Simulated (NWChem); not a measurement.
Molecule: CH6FNSi; SMILES C([SiH2]N)F

```xyz
10

N      0.3221    -2.0661     0.0000
Si    -0.4671    -0.5226     0.0000
C      0.6769     1.0102     0.0000
F     -0.1489     2.1482     0.0000
H      0.7613    -2.4301    -0.8358
H      0.7613    -2.4301     0.8358
H     -1.3056    -0.4342     1.2233
H     -1.3056    -0.4342    -1.2233
H      1.3263     1.0566    -0.8855
H      1.3263     1.0566     0.8855
```
Atoms are numbered in this order, from 1.

Program: NWChem. Geometry: optimised at B3LYP/6-31G* (spherical d).

### Question
Predict the results for BLYP/def2-TZVP. Quantities: highest occupied level (eV); orbital gap (eV); dipole (D).

### Answer
```
Item                         Value
---------------------------  -----
highest occupied level (eV)  -5.87
orbital gap (eV)              5.23
dipole (D)                    2.91
```
